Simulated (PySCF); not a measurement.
Isomers of C6H11NOSi, one GFN2-xTB conformer each. Single-point energies are computed at PBE0/pcSseg-1 (PySCF, gas phase, no added dispersion term), electronic only.

Question: Rank them by PBE0/pcSseg-1 energy, lowest first (kJ/mol).
A. `[CH:1]1=[CH:2][Si@H:3]([NH:4][CH:5]2[CH2:6][CH2:7]2)[O:8][CH2:9]1` with C2–Si3–N4–C5 91°, Si3–N4–C5–C6 105°
B. `[H]/[N:1]=[CH:2]\[CH:3]=[CH:4]/[C:5](=[O:6])[CH2:7][CH2:8][SiH3:9]` with N1–C2–C3–C4 -26°, C3–C4–C5–O6 33°, C4–C5–C7–C8 160°, C5–C7–C8–Si9 46°
C. `[CH3:1][CH2:2][SiH2:3]/[CH:4]=[C:5](\[C:6]#[N:7])[O:8][CH3:9]` with C1–C2–Si3–C4 57°, C2–Si3–C4–C5 70°, C4–C5–O8–C9 -178°
D. `[CH2:1]=[N:2][C@@H:3]1[CH2:4][SiH2:5][C:6](=[CH2:7])[CH2:8][O:9]1` with C1–N2–C3–C4 116°, N2–C3–C4–Si5 179°, C3–C4–Si5–C6 34°, C4–Si5–C6–C7 150°, Si5–C6–C8–O9 46°
E. `[CH2:1]=[CH:2][CH2:3][C:4](=[O:5])[C:6](=[CH2:7])[SiH2:8][NH2:9]` with C1–C2–C3–C4 -129°, C2–C3–C4–O5 -103°, C3–C4–C6–C7 -9°, C4–C6–Si8–N9 -172°, C6–Si8–N9–H 170° and -55°
F. `[H]/[N:5]=[CH:4]/[C@:3]([CH:2]=[CH2:1])([CH:6]=[O:7])[CH2:8][SiH3:9]` with C1–C2–C3–C4 7°, C2–C3–C4–N5 -101°, C2–C3–C6–O7 -132°, C2–C3–C8–Si9 80°

Answer: A (0.0), E (75.3), C (139.2), B (148.7), D (150.6), F (188.7).

As drawn, the lowest has a three-membered ring and an Si–O bond, which the highest lacks; the highest has a C=O bond, a C=N bond and a quaternary carbon, which the lowest lacks. Neighbours under 10 kJ/mol apart (CC[SiH2]/C=C(\C#N)OC and [H]/N=C\C=C/C(=O)CC[SiH3]; [H]/N=C\C=C/C(=O)CC[SiH3] and C=N[C@@H]1C[SiH2]C(=C)CO1) can change places with a better method, another conformer or zero-point energy. GFN2-xTB itself gives, in the same order: 0.0, 189.3, 236.2, 226.5, 201.7, 259.1. Both levels put the same isomer lowest; measured from each level's own lowest isomer, the values differ by up to 114.0 kJ/mol (C=CCC(=O)C(=C)[SiH2]N: 189.3 against 75.3).

Which frontier levels, dipoles and rotational constants go with these structures?

| SMILES | HOMO (eV, PBE0/pcSseg-1) | LUMO (eV) | dipole (D) | A, B, C (MHz) |
| --- | --- | --- | --- | --- |
| C1=C[Si@H](NC2CC2)OC1 | -6.31 | 0.04 | 0.75 | 4259, 686.8, 649.9 |
| C=CCC(=O)C(=C)[SiH2]N | -7.09 | -1.85 | 3.16 | 2790, 748.9, 623.4 |
| CC[SiH2]/C=C(\C#N)OC | -7.20 | -1.62 | 2.07 | 2203, 751.0, 710.7 |
| [H]/N=C\C=C/C(=O)CC[SiH3] | -7.22 | -2.59 | 5.05 | 2712, 762.3, 633.7 |
| C=N[C@@H]1C[SiH2]C(=C)CO1 | -7.27 | -0.41 | 1.25 | 2704, 971.5, 762.6 |
| [H]/N=C/[C@](C=C)(C=O)C[SiH3] | -7.40 | -1.11 | 2.37 | 1783, 1116, 966.7 |

As an exercise, what shares would exp(−E/RT) give at 2000 K from these electronic energies alone (no entropy, no degeneracies)?

RT = 16.629 kJ/mol: C1=C[Si@H](NC2CC2)OC1 98.9 %, C=CCC(=O)C(=C)[SiH2]N 1.1 %, CC[SiH2]/C=C(\C#N)OC under 0.1 %, [H]/N=C\C=C/C(=O)CC[SiH3] under 0.1 %, C=N[C@@H]1C[SiH2]C(=C)CO1 under 0.1 %, [H]/N=C/[C@](C=C)(C=O)C[SiH3] under 0.1 %.
